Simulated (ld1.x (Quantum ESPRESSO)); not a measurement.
Results of a calculation; reference values are marked as such.
**Hardness and transferability of assorted potentials**

Generated with ld1.x 7.5 (TM, RRKJ, ultrasoft, PAW), atompaw 4.2 or ONCVPSP 4.0.1. The cutoff is in Ry: for ld1.x and atompaw files where the sum of valence levels is converged to 10 mRy in a Bessel basis, for ONCV files where the hardest occupied wave has 1 mHa per electron of residual kinetic energy. The error is the largest all-electron minus pseudo excitation energy over each file’s own four to seven test configurations (ionisations up to +4, promotions, holes and added fractions of an electron), all of which were solved. The labels leave out finer settings (local radius, basis sizes, second energies), which also bear on the numbers. Spin-polarised tests are not counted. The rows are a selection from randomly drawn settings: files with unsolved tests, undetermined cutoffs or missed reference levels are left out.

A true bound ghost makes a file unfit for plane-wave use even where its test errors are small: the radial tests pick states by their node count and pass the ghost by.

```csv
element,potential,cutoff (Ry),largest error (meV),bound ghosts
Cu,"TM, PBE, scalar-relativistic, rc 0.65/0.95/1.60 (spd), local s, core correction no, reference 3s2 3p6 3d10 4s0 4p0",260,+356,none
Zn,"TM, PBE, scalar-relativistic, rc 1.90/3.50 (sp), local smoothed, core correction yes, reference 4s2 4p0",10,-207,none
Ag,"RRKJ, LDA (PZ), fully relativistic, rc 2.45/3.65/1.70 (spd), local s, core correction yes, reference 4d10 5s1 5p0",55,-666,none
Cd,"RRKJ, revPBE, scalar-relativistic, rc 1.65/3.60/3.05 (spd), local s, core correction no, reference 5s2 5p0",30,+206,d
Cs,"TM, PBE, scalar-relativistic, rc 3.30/3.80/4.20 (spd), local smoothed, core correction no, reference 5d1 6s0 6p0",6,+144,"s, p"
Eu,"TM, LDA (PZ), scalar-relativistic, rc 3.20/2.85/2.70 (spd), local smoothed, core correction yes, reference 5d1 6s0 6p0",15,-96,"s, p"
Pb,"TM, PBE, scalar-relativistic, rc 1.90/2.20/1.65/1.70 (spdf), local smoothed, core correction no, reference 5d10 6s1 6p0",55,-163,"s, p"
Bi,"TM, PBE, scalar-relativistic, rc 1.75/1.95/1.80 (spd), local s, core correction no, reference 5d10 6s1.75 6p3.25",55,-148,none
```

Q: Fill in the row for Nb: TM, LDA (PZ), scalar-relativistic, rc 1.30/2.20/2.30 (spd), local smoothed, core correction yes, reference 4s2 4p6 4d3 5s0 5p0.

A: cutoff 80 Ry, largest error +166 meV, bound ghosts: none.
